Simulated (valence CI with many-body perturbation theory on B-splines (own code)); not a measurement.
## E1 transitions of Se²¹⁺

Calculated by configuration interaction combined with many-body perturbation theory (CI+MBPT): three valence electrons over a frozen Dirac-Fock core [Ne], a basis of 11 s, 11 p, 9 d, 7 f, 5 g, 2 h, 1 i functions for each j, with the one-electron correlation potential Σ1, the two-electron term Σ2, the three-electron term Σ3, Breit, model QED; selected CI, second order for the rest (own B-spline code, finite nucleus).

No measured levels were compared; by estimate levels of excited configurations hold to 0.05 to 0.15 % of their energy, terms of the ground configuration to about 0.5 %.

Lines 51 to 100 of 276 in falling wavelength, among levels below 1806100 cm⁻¹, chosen from the strongest by gf and those to the six lowest levels. Wavelengths and rates use the calculated energies, so an error of 500 cm⁻¹ moves a line at 20.25 nm by 0.1 % and its rate by three times that or more. Electric multipoles are in the length gauge, E1 and E2 with the static RPA response of the core. Weak lines are less certain than strong ones. Lines between different terms over intervals too small for the method are left out, as are lines whose strength nearly cancels. The highest levels of a list are the least certain.

Names give the largest LS component (configuration and term), which can be under half, so a name can repeat, a term be missing and a line seem to break the LS rules; names also repeat where a configuration has a term twice. Letters in brackets count levels of one name in rising energy.

```
λ vac (nm)                 Upper                 Lower   A (s⁻¹)  S (a.u.) with core polarisation  S without
     20.25         3p2.3d 4D_7/2  3s.3p.3d 2F°_5/2 [a]  2.00e+09                         6.55e-02   6.75e-02
     20.19         3p2.3d 4F_3/2      3s.3p.3d 4F°_5/2  9.09e+09                         1.48e-01   1.52e-01
     20.17         3p2.3d 4F_5/2      3s.3p.3d 4F°_7/2  7.65e+09                         1.86e-01   1.92e-01
     19.74         3p2.3d 4F_9/2      3s.3p.3d 4F°_9/2  1.59e+10                         6.03e-01   6.21e-01
     19.73           3p3 2D°_3/2         3s.3p2 4P_5/2  8.82e+09                         1.34e-01   1.38e-01
     19.63         3p2.3d 4P_5/2      3s.3p.3d 4D°_7/2  1.13e+10                         2.54e-01   2.62e-01
     19.59         3p2.3d 4F_3/2      3s.3p.3d 4F°_3/2  1.06e+10                         1.57e-01   1.62e-01
     19.58         3p2.3d 4D_7/2      3s.3p.3d 4D°_7/2  4.82e+09                         1.43e-01   1.47e-01
     19.56     3p2.3d 2F_7/2 [a]      3s.3p.3d 4F°_7/2  3.12e+09                         9.20e-02   9.49e-02
     19.45         3s.3p2 2D_3/2        3s2.3p 2P°_1/2  7.66e+09                         1.11e-01   1.15e-01
     19.36     3p2.3d 4P_3/2 [a]      3s.3p.3d 4D°_5/2  1.11e+10                         1.59e-01   1.64e-01
     19.31      3s.3p.3d 4F°_3/2         3s.3p2 2D_3/2  1.01e+09                         1.43e-02   1.48e-02
     19.28         3s.3p2 2P_1/2        3s2.3p 2P°_3/2  5.76e+08                         4.08e-03   4.21e-03
     19.26         3p2.3d 4F_5/2      3s.3p.3d 4F°_5/2  8.74e+09                         1.85e-01   1.90e-01
     19.02         3p2.3d 4F_7/2      3s.3p.3d 4F°_7/2  8.42e+09                         2.29e-01   2.36e-01
     19.00  3s.3p.3d 2P°_3/2 [a]         3s2.3d 2D_3/2  4.63e+09                         6.27e-02   6.47e-02
     18.79         3p2.3d 2G_9/2      3s.3p.3d 4D°_7/2  2.30e+09                         7.54e-02   7.77e-02
     18.76      3s.3p.3d 4F°_5/2         3s.3p2 2D_3/2  6.56e+07                         1.28e-03   1.33e-03
     18.71         3p2.3d 4F_5/2      3s.3p.3d 4F°_3/2  4.18e+09                         8.10e-02   8.35e-02
     18.63           3p3 2D°_3/2         3s.3p2 4P_3/2  3.22e+09                         4.11e-02   4.24e-02
     18.62         3p2.3d 4P_1/2      3s.3p.3d 4P°_1/2  9.04e+09                         5.76e-02   5.94e-02
     18.62         3p2.3d 4P_1/2      3s.3p.3d 4P°_3/2  1.49e+10                         9.51e-02   9.80e-02
     18.61         3p2.3d 2D_3/2  3s.3p.3d 2F°_5/2 [b]  5.29e+09                         6.73e-02   6.93e-02
     18.53           3p3 2D°_5/2         3s.3p2 4P_5/2  1.07e+09                         2.02e-02   2.08e-02
     18.53     3p2.3d 2D_5/2 [a]      3s.3p.3d 2D°_3/2  5.53e+09                         1.04e-01   1.07e-01
     18.34         3p2.3d 4F_9/2      3s.3p.3d 4F°_7/2  5.87e+09                         1.79e-01   1.84e-01
     18.29     3p2.3d 2F_7/2 [b]  3s.3p.3d 2F°_7/2 [a]  2.03e+10                         4.90e-01   5.04e-01
     18.22           3p3 4S°_3/2         3s.3p2 4P_5/2  1.99e+10                         2.37e-01   2.45e-01
     18.21         3p2.3d 4F_7/2      3s.3p.3d 4F°_5/2  4.51e+09                         1.07e-01   1.11e-01
     18.14  3s.3p.3d 2F°_7/2 [b]         3s2.3d 2D_5/2  4.64e+10                         1.09e+00   1.13e+00
     18.07         3p2.3d 4P_5/2      3s.3p.3d 4D°_3/2  5.33e+09                         9.32e-02   9.61e-02
     18.05     3p2.3d 4P_3/2 [b]      3s.3p.3d 4P°_3/2  5.37e+09                         6.24e-02   6.43e-02
     18.04     3p2.3d 2D_5/2 [b]  3s.3p.3d 2F°_7/2 [a]  1.61e+10                         2.80e-01   2.88e-01
     17.99         3p2.3d 4D_5/2      3s.3p.3d 4F°_7/2  1.08e+10                         1.86e-01   1.91e-01
     17.97     3p2.3d 2D_5/2 [a]      3s.3p.3d 4D°_5/2  6.85e+09                         1.18e-01   1.21e-01
     17.97     3p2.3d 4P_3/2 [b]      3s.3p.3d 4D°_5/2  7.92e+09                         9.07e-02   9.34e-02
     17.95     3p2.3d 2D_5/2 [a]      3s.3p.3d 4D°_7/2  9.61e+09                         1.64e-01   1.70e-01
     17.89           3p3 2P°_1/2         3s.3p2 2D_3/2  2.70e+10                         1.53e-01   1.57e-01
     17.87         3p2.3d 4D_7/2      3s.3p.3d 4F°_9/2  1.11e+10                         2.49e-01   2.57e-01
     17.87     3p2.3d 2P_3/2 [a]      3s.3p.3d 4F°_3/2  8.25e+09                         9.29e-02   9.57e-02
     17.85         3p2.3d 4P_5/2      3s.3p.3d 4P°_5/2  1.16e+10                         1.95e-01   2.01e-01
     17.82     3p2.3d 4P_3/2 [a]      3s.3p.3d 4D°_3/2  5.47e+09                         6.11e-02   6.30e-02
     17.82         3p2.3d 2D_3/2  3s.3p.3d 2F°_5/2 [a]  1.86e+10                         2.08e-01   2.14e-01
     17.81         3p2.3d 4D_7/2      3s.3p.3d 4P°_5/2  5.59e+09                         1.25e-01   1.29e-01
     17.76     3p2.3d 2F_5/2 [b]  3s.3p.3d 2F°_5/2 [b]  1.21e+10                         2.01e-01   2.07e-01
     17.66           3p3 2P°_3/2         3s.3p2 2D_5/2  1.60e+10                         1.74e-01   1.79e-01
     17.61  3s.3p.3d 2F°_5/2 [c]         3s2.3d 2D_3/2  4.82e+10                         7.80e-01   8.03e-01
     17.60         3p2.3d 4D_1/2      3s.3p.3d 4F°_3/2  2.23e+10                         1.20e-01   1.24e-01
     17.56           3p3 2D°_5/2         3s.3p2 4P_3/2  3.77e+07                         6.05e-04   6.21e-04
     17.45      3s.3p.3d 4P°_5/2         3s.3p2 2D_5/2  3.17e+09                         4.98e-02   5.13e-02
```
